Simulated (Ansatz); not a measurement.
Ansatz (a first-principles code) input (MP2/6-31G* with LANL2DZ past Ar): The .json file joins the Basis Set Exchange's 6-31G* for atoms up to Ar and LANL2DZ past it.

Ansatz 0.2 input:
```yaml
crystal:
  periodic: [false, false, false]
  atoms:
    - {symbol: Br, position_ang: [-1.86359300, 0.54734500, -0.02204400]}
    - {symbol: Ge, position_ang: [-0.04419600, -0.88525800, 0.03182900]}
    - {symbol: Br, position_ang: [1.90886300, 0.35941900, -0.01055900]}
    - {symbol: H, position_ang: [-0.08669800, -1.65774900, 1.35214100]}
    - {symbol: H, position_ang: [-0.08347000, -1.75073600, -1.22958900]}
basis:
  gaussian:
    orbitals: 6-31Gs+LANL2DZ.json
magnetization: {spin_polarized: false}
correlation: {method: mp2, electrons: outside_noble_gas}
relax: {f_tol: 0.003, max_steps: 120}
```

From the output:

```
the calculation of the forces begins
relax step   4: F+E_penalty+E_count = -838.12446318 eV  Δ(F+E_penalty+E_count) = -1.941e-5 eV  max|allowed force component| = 5.421e-3 eV/Å  Δτ_max = 0.0006 Å  (26 SCF iters, accepted)
these checks for a lower state are left out or cut short: starts, cluster_reference, orbital_swaps, neighbouring_geometries, increment
integrals: 0.00 GiB planned
496 factors; integrals over basis functions are off by at most 2.0e-4 eV
mean field: 0.05 GiB planned
mean field -835.45861420 eV, -30.7025377776 hartree, gradient 1.7e-6 eV, S^2 0.000000; 0 other end points of the search recorded, 0 dependent functions left out
reference -835.45861420 eV, -30.7025377776 hartree; 10, 10 occupied and 18, 18 virtual orbitals, 496 factors
densities: 0.05 GiB planned
second order -2.66584997 eV of doubles, -0.00000000 eV of singles
the calculation of the forces begins
relax step   5: F+E_penalty+E_count = -838.12446417 eV  Δ(F+E_penalty+E_count) = -9.845e-7 eV  max|allowed force component| = 3.291e-5 eV/Å  Δτ_max = 0.0002 Å  (25 SCF iters, accepted)
these checks for a lower state are left out or cut short: cluster_reference
integrals: 0.00 GiB planned
496 factors; integrals over basis functions are off by at most 2.0e-4 eV
mean field: 0.05 GiB planned
mean field evaluation 64: about -835.4586 eV, gradient 1.7e-6 eV
mean field -835.45861420 eV, -30.7025377776 hartree, gradient 1.7e-6 eV, S^2 0.000000; 1 other end points of the search recorded, 0 dependent functions left out
reference -835.45861420 eV, -30.7025377776 hartree; 10, 10 occupied and 18, 18 virtual orbitals, 496 factors
densities: 0.05 GiB planned
second order -2.66584997 eV of doubles, -0.00000000 eV of singles
the calculation of the forces begins
Total energy: -838.12446417 eV, -30.8005059570 hartree
Atom 0 at    -1.946578     0.574962    -0.023142 Å, force    -0.000012     0.000016    -0.000001 eV/Å
Atom 1 at    -0.044568    -0.892708     0.032097 Å, force    -0.000002    -0.000033     0.000001 eV/Å
Atom 2 at     1.994187     0.378652    -0.011145 Å, force     0.000014     0.000015    -0.000001 eV/Å
Atom 3 at    -0.087676    -1.677601     1.348638 Å, force     0.000000     0.000001     0.000009 eV/Å
Atom 4 at    -0.084459    -1.770284    -1.224669 Å, force     0.000000     0.000001    -0.000009 eV/Å
Dipole moment:    -0.027688    -0.554589     0.019940 e Å
Checks for a lower state left out: cluster_reference
```

The geometry given is a B3LYP-D3(BJ)/def2-TZVP minimum.
